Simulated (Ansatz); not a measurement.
WOF4. Total charge 0; triplet. Geometry PBE0-D4/def2-SVP, that of the neutral singlet; atoms count from 1.

```tsv
atom	x (Å)	y (Å)	z (Å)
W1	0.021	-0.025	0.027
O2	0.860	-1.022	1.073
F3	0.884	1.611	0.125
F4	-1.303	0.753	1.062
F5	-1.325	-1.088	-0.675
F6	0.863	-0.230	-1.611
```

In the def2 sets W takes a core potential; there is no spin–orbit coupling. At PBE0-D4/def2-TZVP a singlet of charge 0 lies 5.23 eV below the triplet at the same geometry.

(1) Estimate the Mulliken populations from the PBE0/def2-TZVP orbitals of Ansatz.

(2) Where does the spin sit?

(3) And the Mayer bond orders between heavy atoms (over 0.3)?

## Answers

(1) 
| atom | charge (e) | spin (α − β) | d electrons |
| --- | --- | --- | --- |
| W1 | 1.56 | 0.84 | 3.49 |
| O2 | -0.20 | 0.80 | – |
| F3 | -0.34 | 0.09 | – |
| F4 | -0.34 | 0.09 | – |
| F5 | -0.34 | 0.09 | – |
| F6 | -0.34 | 0.09 | – |
Mulliken values depend strongly on the basis.

(2) Summed by element: W 0.84, O 0.80, F 0.37, of 2 unpaired in all. Largest on single atoms: W1 0.84, O2 0.80, F4 0.09.

(3) W1–O2 1.41 (1.67 Å); W1–F3 0.96 (1.85 Å); W1–F4 0.96 (1.85 Å); W1–F5 0.96 (1.85 Å); W1–F6 0.96 (1.85 Å).
